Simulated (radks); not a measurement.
Values are calculated unless marked as measured or tabulated.
Question: All-electron atom: Pd V in [Kr] 4d6. Level of theory: Dirac Kohn-Sham, BLYP, spin-unpolarised, spherical densities, finite nucleus; open shells fill j = l - 1/2 first; Fermi nuclear charge, rms radius 4.5318 fm (a radial shooting solver on a logarithmic mesh with Libxc functionals). Some entries of the table are withheld. Estimate them.

orbital,occ.,eigenvalue (eV),r(max) (bohr),<1/r> (bohr^-1)
1s1/2,2,-24215.21,0.02065,48.24
2s1/2,2,-3585.903,0.1169,11.09
2p1/2,2,-3330.875,0.09049,(1)
2p3/2,4,-3171.398,0.09466,(2)
3s1/2,2,-694.8990,0.3419,3.863
3p1/2,2,-594.2606,0.3284,3.768
3p3/2,4,-566.4489,0.3382,3.613
3d3/2,4,-388.1862,0.2805,3.445
3d5/2,6,-382.6367,0.2833,3.405
4s1/2,2,-142.7365,0.8470,1.486
4p1/2,2,-111.0549,0.8853,1.373
4p3/2,4,-106.3360,0.9091,1.326
4d3/2,4,-57.3940,1.035,(3)
4d5/2,2,-56.7684,1.044,(4)

Answer: 
(1) 2p1/2 <1/r> (bohr^-1): 11.07
(2) 2p3/2 <1/r> (bohr^-1): 10.43
(3) 4d3/2 <1/r> (bohr^-1): 1.060
(4) 4d5/2 <1/r> (bohr^-1): 1.049
